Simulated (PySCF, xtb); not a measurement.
Si(F)2(Cl)(Me) (CH3ClF2Si), SMILES C[Si](F)(F)Cl.

Harmonic wavenumbers (cm⁻¹) from GFN2-xTB run with xtb at its own minimum, in rising order: 77, 142, 152, 204, 231, 260, 511, 753, 814, 835, 875, 884, 1384, 1457, 1461, 3040, 3042, 3049.

**Question.** What does PBE0-D3(BJ)/def2-SVP (PySCF 2.14.0) give at its own minimum? (An estimate is asked for; the answer gives what the named calculation found.)

**Answer.** 131, 179, 199, 253, 294, 332, 546, 738, 784, 811, 922, 982, 1282, 1419, 1421, 3071, 3182, 3185. Paired by order, the mean absolute difference is 59 cm⁻¹ and the zero-point energies are 27.4 and 28.2 kcal/mol.
